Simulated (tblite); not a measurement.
Compound: C₆H₁₃OP.
Numbering: `[CH3:1][CH2:2][CH2:3][P@@:4]1(=[O:5])[CH2:6][C@H:7]1[CH3:8]` (hydrogens: H9, H10, H11 on C1; H12, H13 on C2; H14, H15 on C3; H16, H17 on C6; H18 on C7; H19, H20, H21 on C8)

Cartesian coordinates in Å at the GFN2-xTB level; atoms count from 1:
```xyz
21
C6H13OP angstrom
C     -2.1298    0.7369   -0.1486
C     -2.0386   -0.7052   -0.6201
C     -0.5892   -1.1062   -0.8526
P      0.3112   -0.9716    0.7422
O     -0.2992   -1.6204    1.9109
C      2.1083   -0.9098    0.5136
C      1.4343    0.4467    0.9052
C      1.5784    1.5973   -0.0552
H     -1.5656    0.8474    0.7794
H     -1.7154    1.4153   -0.8924
H     -3.1626    1.0186    0.0417
H     -2.6118   -0.8435   -1.5401
H     -2.4586   -1.3610    0.1457
H     -0.1075   -0.4785   -1.6008
H     -0.5194   -2.1512   -1.1666
H      2.7396   -1.3666    1.2640
H      2.5424   -0.9329   -0.4758
H      1.6081    0.7271    1.9413
H      1.3903    1.2806   -1.0783
H      0.8842    2.3988    0.1908
H      2.5921    1.9950   -0.0048
```

Computed values, GFN2-xTB/tblite, gas phase, harmonic and unscaled. Errors from tens to a few hundred cm⁻¹ against measured bands are possible. One conformer, not necessarily the lowest.

Harmonic wavenumbers (cm⁻¹): 66.8, 95.0, 135.7, 159.4, 184.0, 203.8, 262.9, 267.9, 289.7, 330.3, 393.1, 425.3, 614.4, 695.1, 711.7, 751.4, 804.5, 845.5, 887.9, 932.8, 939.4, 976.7, 1007.3, 1018.8, 1045.2, 1102.4, 1113.6, 1121.6, 1161.1, 1181.0, 1221.7, 1258.9, 1267.1, 1304.8, 1336.0, 1394.7, 1407.5, 1410.4, 1418.8, 1475.8, 1485.5, 1490.7, 1496.3, 1497.9, 2943.1, 2965.3, 2983.5, 2989.3, 2991.0, 2993.3, 3002.3, 3024.3, 3025.0, 3035.1, 3042.7, 3052.0, 3072.8.

A = 2222, B = 1424, C = 1100 MHz; mass 132.070 u (most abundant isotopes); point group C1, symmetry number 1.

**Question.** Zero-point energy?

**Answer.** Half the sum of the wavenumbers: 39155 cm⁻¹ = 111.95 kcal/mol.

**Question.** Give the ideal-gas entropy at 200 K and 1 bar in the rigid-rotor, harmonic-oscillator model (classical rotation).

**Answer.** Translation 38.59, rotation 27.72, vibration 18.06: S = 84.4 cal/(mol K).

**Question.** And Cp and H(200 K) − H(0)?

**Answer.** Cp = 29.22 cal/(mol K), of which vibrations give 21.27 (their classical limit is 57 R = 113.3); H(200 K) − H(0) = 3.69 kcal/mol without the zero-point energy, 2.10 from vibrations.

**Question.** How do the functions run with temperature in this model?

**Answer.** 
```tsv
T (K)	S (cal/(mol K))	Cp (cal/(mol K))	H − H(0) (kcal/mol)	G − H(0) (kcal/mol)	ln q(vib)
100	67.9	19.1	1.26	-5.53	1.24
300	98.1	39.6	7.12	-22.32	6.45
500	123.3	59.8	17.14	-44.50	11.76
800	156.2	80.0	38.37	-86.57	19.54
1000	175.0	88.9	55.30	-119.73	24.44
```

q(vib) and H(0) count from the zero-point level.

**Question.** Blend soft modes into free rotors: weight 1/[1 + (100 cm⁻¹/ν̃)⁴] for the oscillator and the rest for a rotor with moment μB/(μ + B), μ = h/(8π²ν), B = 10⁻⁴⁴ kg m². What vibrational entropy results?

**Answer.** 17.52 cal/(mol K) in place of 18.06, which changes −T·S at 200 K by +0.11 kcal/mol.

**Question.** What must be added to the electronic energy to get the Gibbs energy at 200 K and 1 bar?

**Answer.** ZPE + [H(200 K) − H(0)] − T·S = 111.95 + 3.69 − 16.88 = 98.76 kcal/mol.

**Question.** Which modes carry the vibrational entropy at 200 K?

**Answer.** 66.8 cm⁻¹: 3.46; 95.0 cm⁻¹: 2.78; 135.7 cm⁻¹: 2.11; 159.4 cm⁻¹: 1.82; 184.0 cm⁻¹: 1.57; 203.8 cm⁻¹: 1.40 cal/(mol K); the other 51 give 4.92 together.

Hindered rotation and anharmonicity are outside this model. Other conformers, if any are populated, would add a mixing term that is left out. The structure is chiral; the term R ln 2 for an equal mix with its mirror image is left out.
